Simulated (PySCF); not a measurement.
Simulation results for Al₂ClH₂O, CH₄BNSi, AlBH₅OSi, CH₆BOSi and others

Calculation on a computer-drawn molecule: optimised geometry and harmonic frequencies of an isolated molecule of the commonest isotopes, restricted reference for singlets and unrestricted otherwise, frozen core in MP2. Program: PySCF 2.14.0.

Common to all runs: method HF.

(1) Al₂ClH₂O

Start structure:
```xyz
6
Al2ClH2O
Al    -1.2982     1.4628     0.6858
O     -1.2514     0.2883    -0.5146
Al    -1.0814    -0.8130    -1.8375
Cl     0.3266    -0.6948    -3.2708
H     -0.3166     2.7291     0.6384
H     -2.0706    -2.0027    -1.6837
```

* charge: 0
* multiplicity: 2
* basis: cc-pV(D+d)Z
* rotational constants: 11.65, 1.344, 1.216 GHz
* total energy: -1019.5363 hartree
* spin squared: 0.7562
* convergence status largest gradient component: 2.916e-05 hartree/bohr

Drawn bonds:
```
atom  other atom  order
   1           2      1
   2           3      1
   3           4      1
   1           5      1
   3           6      1
```

Optimised structure:
```xyz
6
Al2ClH2O
Al    -0.5702     1.3511     0.7666
O     -0.8882     0.2477    -0.4764
Al    -1.1092    -0.8101    -1.7463
Cl     0.3782    -0.9274    -3.2431
H     -1.1357     2.8330     0.5929
H     -2.3665    -1.7246    -1.8761
```

Modes:
```
frequency (cm⁻¹)  reduced mass (dalton)
           64.79                  5.769
           88.98                  1.309
           117.9                  3.507
           253.1                  14.66
           481.8                  14.02
           516.2                   1.32
           584.3                  4.053
           664.1                  1.242
           734.3                  1.287
            1104                  16.87
            1884                  1.044
            2068                  1.043
```

(2) CH₄BNSi

Start structure:
```xyz
8
CH4BNSi
N      1.9456    -0.4842     0.3101
B      1.7671    -0.1433    -0.8570
C      1.4151     0.4308    -2.2907
Si    -0.4971     0.9015    -2.3228
H      2.1976    -0.7698     1.2146
H      1.9338     1.3148    -2.5368
H      1.6359    -0.3059    -3.0274
H     -0.9749    -0.5613    -2.3638
```

- charge: 0
- multiplicity: 1
- basis: cc-pV(D+d)Z
- rotational constants: 18.45, 2.935, 2.626 GHz
- total energy: -408.2348 hartree
- convergence status largest gradient component: 1.809e-05 hartree/bohr

Drawn bonds:
```
atom  other atom  order
   1           2      2
   2           3      1
   3           4      1
   1           5      1
   3           6      1
   3           7      1
   4           8      1
```

Optimised structure:
```xyz
8
CH4BNSi
N      1.9582    -0.4713     0.2769
B      1.7451    -0.0783    -0.8696
C      1.3845     0.4463    -2.2801
Si    -0.4873     0.8719    -2.3455
H      2.1772    -0.8025     1.1773
H      1.9938     1.3254    -2.5036
H      1.6179    -0.3420    -3.0048
H     -0.9664    -0.5669    -2.3244
```

Modes:
```
frequency (cm⁻¹)  reduced mass (dalton)
           103.1                  6.852
           210.8                  1.134
           374.5                  2.824
           453.1                  6.065
           473.7                  1.204
           489.9                  1.167
             669                  2.589
           681.1                  1.341
             862                  3.118
           950.8                  1.371
            1072                  1.356
            1174                   1.26
            1510                    1.1
            2102                  6.616
            2137                   1.07
            3177                  1.059
            3244                  1.101
            4097                  1.101
```

(3) AlBH₅OSi

Start structure:
```xyz
9
AlBH5OSi
O     -0.9055     1.9858    -3.2371
Al    -0.0238     0.6629    -3.7867
B      0.8719    -0.5467    -2.3349
Si     1.3922    -1.6060    -0.8484
H     -1.4220     2.6857    -3.0455
H      0.1615     0.6722    -5.3058
H      2.2076    -2.6907    -1.3445
H      2.2506    -0.9442     0.1553
H      0.3666    -2.2081     0.0081
```

* charge: 0
* multiplicity: 2
* basis: cc-pV(D+d)Z
* rotational constants: 17.21, 1.28, 1.208 GHz
* total energy: -633.2924 hartree
* spin squared: 0.7594
* convergence status largest gradient component: 3.529e-05 hartree/bohr

Drawn bonds:
```
atom  other atom  order
   1           2      1
   2           3      1
   3           4      1
   1           5      1
   2           6      1
   4           7      1
   4           8      1
   4           9      1
```

Optimised structure:
```xyz
9
AlBH5OSi
O     -1.0088     2.1246    -3.1079
Al    -0.0856     0.7976    -3.6138
B      0.6915    -0.4334    -2.1287
Si     1.4785    -1.6890    -0.7668
H     -1.4325     2.7802    -3.6359
H      0.1573     0.5332    -5.1538
H      2.2441    -2.6991    -1.5442
H      2.4049    -1.0108     0.1730
H      0.4498    -2.3923     0.0387
```

Modes:
```
frequency (cm⁻¹)  reduced mass (dalton)
           51.79                  1.239
           94.33                  3.459
           98.01                  4.373
           259.2                  3.638
           354.6                  1.101
           369.8                   5.56
             507                  1.297
           555.2                  1.126
           601.8                  1.199
           610.4                  1.462
           725.2                  1.301
           859.5                  5.812
           927.3                    7.5
             993                  1.116
            1000                  1.041
            1042                  1.043
            1982                  1.042
            2282                  1.045
            2289                  1.051
            2301                  1.024
            4224                  1.068
```

(4) CH₆BOSi

Start structure:
```xyz
10
CH6BOSi
B     -1.9397    -0.2002     0.0092
O     -0.6278    -0.2067     0.3733
Si     0.9231    -0.1564     0.2130
C      1.5051     1.2691     1.2003
H     -2.1977    -0.0705    -1.1166
H     -2.7686    -0.2946     0.8253
H      1.3022     0.0105    -1.1874
H      1.3772    -1.4612     0.6108
H      2.5880     1.5479     1.3521
H      0.8861     1.8982     1.8358
```

* charge: 0
* multiplicity: 2
* basis: cc-pV(D+d)Z
* rotational constants: 15.35, 3.414, 3.117 GHz
* total energy: -429.8904 hartree
* spin squared: 0.7597
* convergence status largest gradient component: 3.953e-06 hartree/bohr

Drawn bonds:
```
atom  other atom  order
   1           2      1
   2           3      1
   3           4      1
   1           5      1
   1           6      1
   3           7      1
   3           8      1
   4           9      1
   4          10      1
```

Optimised structure:
```xyz
10
CH6BOSi
B     -1.9159    -0.1674    -0.0698
O     -0.7868    -0.2601     0.6585
Si     0.8477    -0.1821     0.3441
C      1.6053     1.2574     1.2203
H     -1.8625     0.0195    -1.2605
H     -2.9724    -0.2736     0.4930
H      1.0466    -0.0528    -1.1148
H      1.4330    -1.4434     0.8356
H      1.7429     2.2258     0.7473
H      1.9100     1.2127     2.2621
```

Modes:
```
frequency (cm⁻¹)  reduced mass (dalton)
           47.73                  2.338
           57.27                  1.083
           198.2                  2.184
           233.3                  1.567
           314.1                  2.388
           534.6                   1.09
           578.9                   1.44
           732.3                  5.096
           799.8                  1.261
           806.3                  3.437
           907.9                  1.263
           980.4                  1.186
            1035                  1.073
            1083                  1.409
            1144                  1.366
            1294                  1.535
            1429                  2.705
            1497                  1.142
            2323                  1.045
            2341                  1.036
            2645                  1.053
            2721                  1.124
            3267                  1.054
            3362                  1.113
```

(5) AlBClH₂O

Start structure:
```xyz
6
AlBClH2O
O      2.1773    -1.1329     0.8421
B      0.9177    -0.7586     0.8760
Al    -0.8854    -2.0129     0.6096
Cl    -2.5269    -3.0212     0.4553
H      2.5686    -1.9776     0.6125
H      0.6999     0.3136     1.2533
```

- charge: 1
- multiplicity: 1
- basis: cc-pV(D+d)Z
- rotational constants: 45.54, 1.376, 1.336 GHz
- total energy: -801.9799 hartree
- convergence status largest gradient component: 1.755e-05 hartree/bohr

Drawn bonds:
```
atom  other atom  order
   1           2      1
   2           3      1
   3           4      1
   1           5      1
   2           6      1
```

Optimised structure:
```xyz
6
AlBClH2O
O      2.2150    -1.1385     0.8183
B      0.9858    -0.7181     0.9474
Al    -0.8301    -2.0224     0.6486
Cl    -2.5487    -3.0772     0.4106
H      2.4439    -2.0276     0.5882
H      0.6853     0.3941     1.2356
```

Modes:
```
frequency (cm⁻¹)  reduced mass (dalton)
           86.73                  11.38
           111.8                  7.899
           264.3                  9.641
           419.5                  4.372
           553.4                  1.553
           674.7                  23.95
           862.1                  1.219
           990.3                  1.104
            1124                  1.195
            1466                  7.683
            2818                  1.102
            4154                  1.069
```

(6) BH₅NSi

Start structure:
```xyz
8
BH5NSi
B      0.2761     0.7775     1.2696
N      0.0282    -0.3796     0.7689
Si    -1.2957    -0.9106    -0.3799
H      1.2581     0.9388     2.0040
H     -0.4523     1.6754     1.0560
H      0.6379    -1.2479     0.9120
H     -1.2689     0.2197    -1.3725
H     -0.5080    -1.9683    -1.1456
```

- charge: -1
- multiplicity: 1
- basis: aug-cc-pV(D+d)Z
- rotational constants: 40.81, 5.144, 4.791 GHz
- total energy: -371.0107 hartree
- convergence status largest gradient component: 2.485e-05 hartree/bohr

Drawn bonds:
```
atom  other atom  order
   1           2      1
   2           3      1
   1           4      1
   1           5      1
   2           6      1
   3           7      1
   3           8      1
```

Optimised structure:
```xyz
8
BH5NSi
B      0.2402     0.7545     1.5011
N      0.1183    -0.1534     0.4705
Si    -1.3533    -0.5510    -0.6113
H      1.2969     0.8747     2.1001
H     -0.6863     1.4529     1.8404
H      0.9460    -0.6805     0.2716
H     -0.6157    -0.5041    -1.9666
H     -1.2707    -2.0880    -0.4934
```

Modes:
```
frequency (cm⁻¹)  reduced mass (dalton)
           141.8                  1.319
             301                  3.012
           332.2                  1.242
           576.6                  4.479
           798.2                  1.052
             823                  1.118
           889.5                   1.13
            1001                  1.331
            1037                  1.051
            1081                  1.373
            1236                  1.235
            1348                  1.247
            1503                  3.549
            1910                  1.046
            1951                  1.034
            2497                  1.082
            2596                  1.096
            3779                  1.075
```
